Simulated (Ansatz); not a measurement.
Start from `C[SiH2]C(F)(F)F` and change one atom or group to get `FBOC(F)(F)F`.

Ansatz, PBE0-D4/def2-TZVP geometries, multiplicity 1. Each molecule was computed in one conformer, which needn't be the lowest.

```
                                      property  `C[SiH2]C(F)(F)F`
           HOMO energy (B3LYP/def2-TZVPP) / eV              -9.10
size of the dipole moment (PBE/def2-TZVPP) / D               2.49
            HOMO energy (PBE0/def2-TZVPP) / eV              -9.29
zero-point energy (PBE0-D4/def2-TZVP) / kJ/mol              178.4
           HOMO–LUMO gap (PBE/def2-TZVPP) / eV               7.29
            LUMO energy (PBE0/def2-TZVPP) / eV               0.37
```

Question: What does the change do to each property? (Best estimate.)

Answer: Computed: 
```tsv
property	`FBOC(F)(F)F`	shift
HOMO energy (B3LYP/def2-TZVPP) / eV	-10.58	-1.48
size of the dipole moment (PBE/def2-TZVPP) / D	0.69	-1.80
HOMO energy (PBE0/def2-TZVPP) / eV	-10.80	-1.51
zero-point energy (PBE0-D4/def2-TZVP) / kJ/mol	93.7	-84.7
HOMO–LUMO gap (PBE/def2-TZVPP) / eV	7.44	0.15
LUMO energy (PBE0/def2-TZVPP) / eV	-0.58	-0.95
```

With PBE0 the HOMO falls by 1.51 eV and the LUMO falls by 0.95 eV, so the gap widens by about 0.56 eV. PBE moves the HOMO by -1.32 eV and ωB97M-V by -1.62 eV. The zero-point energy changes by -84.7 kJ/mol with -9 modes. Dipoles are sizes alone; their direction can turn.

B3LYP here is the variant with VWN-RPA as its local correlation; programs differ in this.
